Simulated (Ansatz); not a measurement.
`CC1BB1F`, relaxed with RKS PBE-D4/def2-SVP in the Gaussian-basis code of Ansatz from a rough embedded geometry. The force threshold is 0.03 eV/Å; the program also tests the step.

Total charge 0; spin multiplicity 1.

Start:

```xyz
10

C     0.995    0.093   -0.780
C    -0.448    0.229   -0.258
B    -0.919   -1.016    0.473
B    -0.609    0.421    1.304
F    -0.454    1.317    2.446
H     0.977   -0.366   -1.749
H     1.658   -0.390   -0.073
H     1.336    1.168   -0.915
H    -1.244    0.728   -0.918
H    -1.292   -2.184    0.468
```

```csv
step,energy (eV),largest force (eV/Å),largest move (Å)
1,-6210.5442,3.393,0.000
2,-6211.0477,1.907,0.087
3,-6211.1630,0.974,0.070
4,-6211.1810,0.135,0.031
5 (rejected),-6211.1456,1.057,0.061
6,-6211.1860,0.106,0.030
7,-6211.2058,0.456,0.100
8,-6211.2335,1.027,0.147
9,-6211.3254,1.264,0.195
10,-6211.4621,1.522,0.195
11,-6211.6579,1.560,0.197
12,-6211.8686,0.994,0.195
13,-6211.9589,0.476,0.198
14,-6211.9868,0.431,0.067
15 (rejected),-6211.9611,0.854,0.178
16,-6212.0044,0.093,0.087
17,-6212.0108,0.130,0.100
18,-6212.0140,0.217,0.128
19 (rejected),-6211.9962,0.456,0.110
20,-6212.0198,0.052,0.055
21 (rejected),-6212.0089,0.294,0.061
22,-6212.0212,0.016,0.029
23,-6212.0220,0.037,0.050
24,-6212.0224,0.064,0.063
25,-6212.0227,0.032,0.011
26,-6212.0230,0.032,0.017
27,-6212.0231,0.025,0.013
```

End:

```xyz
10

C     0.953   -0.002   -1.033
C    -0.093    0.117    0.058
B    -0.684   -0.982    0.897
B    -1.256    0.378    1.320
F    -1.778    1.523    1.711
H     0.559    0.353   -2.009
H     1.277   -1.052   -1.149
H     1.845    0.620   -0.806
H    -0.365    1.208    0.121
H    -0.458   -2.162    0.890
```

Hardware: 2 threads of an Arm Neoverse V1 on a shared host. Wall time 46 s, peak host memory 0.13 GiB.
